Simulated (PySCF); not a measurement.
## Deuteron quadrupole couplings in `C=C(CO)C(=O)NC`

Compound: C₅H₉NO₂.
SMILES with atom numbers: `[CH2:1]=[C:2]([CH2:3][OH:4])[C:5](=[O:6])[NH:7][CH3:8]` (hydrogens: H9, H10 on C1; H11, H12 on C3; H13 on O4; H14 on N7; H15, H16, H17 on C8)

Cartesian coordinates in Å at the GFN2-xTB level; atoms count from 1:
```
atom  x, y, z in Å
C1    -1.574    1.852    0.283
C2    -0.897    0.730    0.076
C3    -1.572   -0.545   -0.360
O4    -1.408   -1.562    0.619
C5     0.597    0.756    0.230
O6     1.240    1.780    0.095
N7     1.151   -0.441    0.510
C8     2.562   -0.595    0.752
H9    -1.050    2.751    0.559
H10   -2.644    1.913    0.181
H11   -2.639   -0.344   -0.518
H12   -1.133   -0.874   -1.315
H13   -1.955   -2.317    0.379
H14    0.540   -1.218    0.719
H15    3.040    0.358    0.529
H16    2.755   -0.859    1.795
H17    2.979   -1.371    0.107
```

Level: PBE0/pcSseg-1 (PySCF, non-relativistic); Q(2H) = 0.00286 b; rigid geometry, the same for H and D, with no vibrational averaging.

Question: Rank these positions by the coupling χzz of a deuteron there, largest first.
A. H14 (amide N–H hydrogen)
B. H17 (methyl hydrogen)
C. H11 (methylene hydrogen)
D. H15 (methyl hydrogen)
E. H9 (vinylic hydrogen)
F. H12 (methylene hydrogen)

Answer: A (251 kHz), E (222 kHz), B (204 kHz), D (200 kHz), C (192 kHz), F (187 kHz).

Q: Tabulate Vzz, the asymmetry η and χzz = 234.96 MHz × Q × Vzz for every hydrogen position.

A: 
| atom | bonded to | bond length (Å) | Vzz (au) | η | χzz (kHz) |
| --- | --- | --- | --- | --- | --- |
| H9 | C1 | 1.077 | 0.3300 | 0.03 | 222 |
| H10 | C1 | 1.077 | 0.3351 | 0.04 | 225 |
| H11 | C3 | 1.097 | 0.2862 | 0.07 | 192 |
| H12 | C3 | 1.102 | 0.2781 | 0.05 | 187 |
| H13 | O4 | 0.962 | 0.4719 | 0.14 | 317 |
| H14 | N7 | 1.010 | 0.3729 | 0.22 | 251 |
| H15 | C8 | 1.089 | 0.2977 | 0.05 | 200 |
| H16 | C8 | 1.092 | 0.3021 | 0.06 | 203 |
| H17 | C8 | 1.092 | 0.3037 | 0.06 | 204 |

Q: Average by the element that carries the hydrogen.

A: on C: 205 kHz over 7 positions, mean bond length 1.089 Å; on O: 317 kHz over 1 position, mean bond length 0.962 Å; on N: 251 kHz over 1 position, mean bond length 1.010 Å.

Q: How does χzz go with the bond length over the 7 C–H bonds?

A: A straight-line fit has a slope of -14.7 kHz for each 0.01 Å, with a correlation coefficient of -0.98, over lengths from 1.077 to 1.102 Å. The longer bonds have the smaller couplings here.

Q: Give the 2H NMR doublet splittings at H13 for a magnetic field along the z, y and x axes of the gradient: 3χ/2, 3χ(1 + η)/4, 3χ(1 − η)/4.

A: With |χ| = 317.1 kHz and η = 0.140: 476, 271 and 205 kHz, to first order and without motion.

One conformer (not necessarily the lowest) at the GFN2-xTB geometry, without solvent, vibrations or thermal averaging. GFN2-xTB bond lengths can be off by several hundredths of an ångström, more for odd bonds, and the gradients follow them. With a basis this small, the couplings can be 20 % off.
